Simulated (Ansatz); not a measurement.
A nudged elastic band was laid between two geometries of BF2H + Cl (5 atoms, charge 0, multiplicity 2).

All numbers below come from UKS BHLYP-D4/def2-SVP in Ansatz.

* movable images: 7
* climbing image: yes
* spring: 5.0 eV/Å²
* optimiser: quadratic models (default)
* start path: through a guess of the saddle point
* force threshold: 0.05 eV/Å
* iteration limit: 60
* end points: relaxed

Initial state:

```xyz
5
Properties=species:S:1:pos:R:3
B 0.000 0.000 -0.079
H 0.000 0.000 1.115
F 1.119 0.000 -0.746
F -1.119 0.000 -0.746
Cl 0.000 0.000 3.686
```

Final state:

```xyz
5
Properties=species:S:1:pos:R:3
B 0.000 -0.006 -0.217
H 0.000 -0.010 1.914
F 1.133 0.005 -0.840
F -1.133 0.005 -0.840
Cl 0.000 0.005 3.212
```

Task: What changes between the two ends?

Result: Bonds broken: B1–H2. Bonds formed: H2–Cl5. BF2H + Cl becomes BF2 + ClH.

Task: Give the energies along the band, and the barrier.

Result: It converged. The highest image is number 6 of 0 to 8, 13.0 kcal/mol above the first end and 0.1 kcal/mol above the last; the last end lies 12.9 kcal/mol above the first. The top lies less than 8 meV above the higher end, about what the thresholds resolve: that end is a shoulder or a very shallow well. A vibrational analysis at the climbing image gives one clearly imaginary mode, 113i cm⁻¹: a first-order saddle point.

```
image  path coordinate (Å)  energy (kcal/mol)  B1–H2 (Å)  H2–Cl5 (Å)
    0                 0.00                0.0       1.19        2.57
    1                 0.20                0.1       1.20        2.37
    2                 0.39                0.6       1.20        2.15
    3                 0.59                2.0       1.22        1.92
    4                 0.79                7.2       1.36        1.64
    5                 0.98               12.4       1.60        1.43
    6                 1.18               13.0       1.82        1.34
    7                 1.34               12.9       1.98        1.31
    8                 1.51               12.9       2.13        1.30
```

Task: What is the geometry of the highest image?

Result: 
```xyz
5
Properties=species:S:1:pos:R:3:forces:R:3
B 0.000 0.007 -0.102 0.00 0.00 0.00
H 0.000 0.021 1.720 0.00 0.00 0.00
F 1.133 -0.007 -0.723 0.00 0.00 0.00
F -1.133 -0.007 -0.723 0.00 0.00 0.00
Cl 0.000 -0.014 3.058 0.00 0.00 0.00
```

The run took 10 min on 1 thread of Arm Neoverse V1, with other jobs on the host, peak memory 0.17 GiB.
